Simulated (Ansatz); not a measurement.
The same path of Cl$_{3}$H$_{5}$NO$_{2}$Ta (12 atoms, charge 0, multiplicity 1) was run twice with different band settings. Lost on the way: N9–H12. Made: O2–H12.

Computed with RKS PBE/def2-SVP (Ansatz).

Relaxed end points:

```xyz
12
Properties=species:S:1:pos:R:3
Ta -0.064 -0.090 0.281
O 1.777 -0.730 0.130
H 2.184 -1.123 0.925
Cl 0.297 -0.377 2.658
O 0.164 0.444 -1.539
H 0.914 0.296 -2.143
Cl -1.951 1.319 0.648
Cl -1.238 -2.074 -0.031
N 1.006 1.973 0.755
H 1.124 2.062 1.775
H 0.440 2.772 0.438
H 1.939 2.039 0.325
```

```xyz
12
Properties=species:S:1:pos:R:3
Ta -0.203 0.422 0.421
O 2.038 -0.353 0.224
H 1.825 -1.318 0.155
Cl 0.384 0.095 2.729
O 0.047 0.694 -1.433
H 0.744 0.648 -2.110
Cl -2.472 0.834 0.619
Cl -0.372 -2.012 0.166
N 0.570 2.238 0.720
H 0.823 2.634 1.632
H 0.819 2.883 -0.038
H 2.389 -0.255 1.136
```

Common settings: spring 5.0 eV/Å²; optimiser quadratic models (default); start path through a guess of the saddle point; force threshold 0.05 eV/Å; end points relaxed.

| run | movable images | climbing image | iteration limit |
| --- | --- | --- | --- |
| 1 | 9 | yes | 53 |
| 2 | 3 | no | 60 |

Question: What does each run give, and how far can it be trusted?

Answer: Run 1: converged after 22 iterations, highest image 1.065 eV above the first end. A vibrational analysis at the climbing image gives one clearly imaginary mode, 834i cm⁻¹: a first-order saddle point.
Run 2: converged after 19 iterations, highest image 0.832 eV above the first end. No image climbed, so the highest image needn't sit at the top of the path. So few images can step over the top or miss a turn of the path.
The orbitals stay closed-shell, which can raise the energy where a bond breaks towards radicals; this wasn't checked here.
